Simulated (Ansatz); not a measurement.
Species: GaH3, charge -1, doublet. GaH3- (parent SMILES [GaH3], doublet).
B3LYP-D3(BJ)/def2-TZVP minimum from Ansatz (a program for electronic structure):
```
Ga
H 1 1.6277
H 1 1.6277 2 111.23
H 1 1.6277 2 111.23 3 124.59
```
Charge -1, spin multiplicity 2.

Total energies in aug-cc-pVTZ, 7 correlated electrons, 14 frozen orbitals. Radicals and triplets start from unrestricted determinants; spin-orbit coupling is neglected. Cores are frozen in correlated methods (noble-gas shells, and filled d and f shells in the p block). No relativity. The spin of H3Ga- (parent SMILES [GaH3], doublet) was assumed, and the state is the lowest solution found for it.

```json
[
 {"method": "HF", "program": "Ansatz", "energy (Eh)": "-1924.99540", "minus CCSDT(Q) (mEh)": "134.46"},
 {"method": "MP2", "program": "Ansatz", "energy (Eh)": "-1925.10176", "minus CCSDT(Q) (mEh)": "28.09"},
 {"method": "CCSD", "program": "Ansatz", "energy (Eh)": "-1925.12586", "minus CCSDT(Q) (mEh)": "3.99"},
 {"method": "CCSD(T)", "program": "Ansatz", "energy (Eh)": "-1925.12902", "minus CCSDT(Q) (mEh)": "0.84"},
 {"method": "CCSDT(Q)", "program": "Ansatz", "energy (Eh)": "-1925.12985", "minus CCSDT(Q) (mEh)": "0.00"}
]
```

Rough core times of Ansatz's runs on a shared machine: CCSD(T) 30 s, CCSDT(Q) 10 min.
